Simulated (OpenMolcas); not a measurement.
## Levels of Ni4+ by method

| Item | Value |
| --- | --- |
| Program | OpenMolcas 26.06 |
| Basis | ANO-RCC-VTZP [6s5p3d2f1g] |
| Scalar Hamiltonian | DKH2, point nucleus |
| Active space | 6 electrons in 5 orbitals (3d) |
| State averaging | 2S+1 = 5 even, 5 roots; 2S+1 = 3 even, 45 roots; 2S+1 = 1 even, 50 roots |
| Spin-orbit coupling | state interaction with AMFI integrals over the reference wave functions, term energies averaged over their components |

Methods on the same reference wave functions:
A. CASSCF
B. SS-CASPT2, IPEA 0.25 Eh, imaginary shift 0.1 Eh (closed shells correlated: 3s 3p)
C. MS-CASPT2, IPEA 0.25 Eh, imaginary shift 0.1 Eh (closed shells correlated: 3s 3p)
D. XMS-CASPT2, IPEA 0.25 Eh, imaginary shift 0.1 Eh (closed shells correlated: 3s 3p)

Energies in cm⁻¹ above 3d⁶ ⁵D₄, the measured ground level; measured values from Corliss and Sugar, J. Phys. Chem. Ref. Data 10, 197 (1981).

```
     Level      A      B      C      D  Measured
   3d⁶ ⁵D₄    0.0    0.0    0.0    0.0       0.0
   3d⁶ ⁵D₃    852    857    857    856       890
   3d⁶ ⁵D₂   1444   1441   1442   1442      1490
   3d⁶ ⁵D₁   1823   1814   1815   1816      1872
   3d⁶ ⁵D₀   2008   1996   1997   1998      2058
   3d⁶ ³H₆  29514  27750  27750  28490     27111
   3d⁶ ³H₅  29934  28140  28140  28880     27578
   3d⁶ ³H₄  30229  28370  28370  29110     27859
3d⁶ ³P₂(1)  32138  26410  26410  27300     26153
3d⁶ ³F₄(1)  33719  29630  29630  30470     29124
3d⁶ ³F₃(1)  34209  30040  30040  30890     29571
3d⁶ ³F₂(1)  34581  30350  30350  31200     29899
3d⁶ ³P₁(1)  34625  28900  28890  29790     28698
3d⁶ ³P₀(1)  35602  29880  29870  30760     29640
   3d⁶ ³G₅  37248  33920  33920  34800     33256
   3d⁶ ³G₄  38073  34680  34680  35560     34062
   3d⁶ ³G₃  38394  34980  34980  35870     34416
   3d⁶ ¹I₆  44562  42290  42290  43020     41252
3d⁶ ¹G₄(1)  47156  43420  43420  43770     42208
   3d⁶ ³D₁  48094  42330  42330  43160     41701
   3d⁶ ³D₂  48117  42310  42310  43140     41627
   3d⁶ ³D₃  48362  42590  42590  43420     41920
3d⁶ ¹S₀(1)  54718  48610  48580  49570     47700
3d⁶ ¹D₂(1)  58396  50010  50010  50500     48607
```

Deviations, from unrounded energies. A percentage is the sum of absolute deviations over the sum of measured energies, with the sign that they share, or ± where signs differ.

| Against measurement | Levels | A | B | C | D |
| --- | --- | --- | --- | --- | --- |
| mean absolute deviation (cm-1) | 23 | 4200 | 540 | 540 | 1200 |
| fine structure of the ground term (%) | 4 | -2.9 | -3.2 | -3.1 | -3.1 |
| other terms of the ground configuration (%) | 19 | +14.4 | +1.8 | +1.8 | +4.1 |

B, C lie about equally close to measurement and A furthest from it. The largest miss of C in the table is 3d⁶ ¹D₂(1), by +1400 cm-1. The ranking rests on the paired levels alone, and a cruder setting can come out closer through cancelling errors.

Among B to D the level of the table that moves most is 3d⁶ ¹S₀(1), by 990 cm-1 (lowest in C, highest in D). Moves below CASPT2's spread within the term are not significant.

The mean deviations of B to D differ by less than CASPT2's widest spread within a term (1400 cm-1), so their order carries little weight.

From A to B the spin-free energies of the other terms of 3d⁶ shown, above ⁵D, scale by factors of 0.82 to 0.95, as is usual when dynamic correlation screens the repulsion within a d or f shell.

The lowest spin-free term lies below A's lowest term by 0.456 hartree in B, 0.456 hartree in C, 0.461 hartree in D.

CASPT2 breaks the degeneracy within a term, and the mean is taken; among the terms shown or strongly mixed into the levels shown the widest spread is 1400 cm-1 (3d⁶ ¹D(1), D). The CASPT2 spread within a term exceeds the gap to the next term for 3d⁶ ¹I and 3d⁶ ³D, so the order of their levels is uncertain (figures for C; the like holds for D). Without dynamic correlation excited terms often stand tens of per cent too high (terms of higher spin than the ground term too low), and those without a measured partner can miss by more than the paired ones (holds for A). Computed and measured levels are paired by configuration, term and J; levels that our copy of the source lacks, or whose pairing is in doubt (as where it misses far off the trend of its configuration), stay unpaired and out of the deviations. Levels of configurations outside the active space are missing. The table leaves out levels that lie high or whose names do not pair safely across all columns.

A number in round brackets counts repeated terms of one configuration in the order of the reference energies.
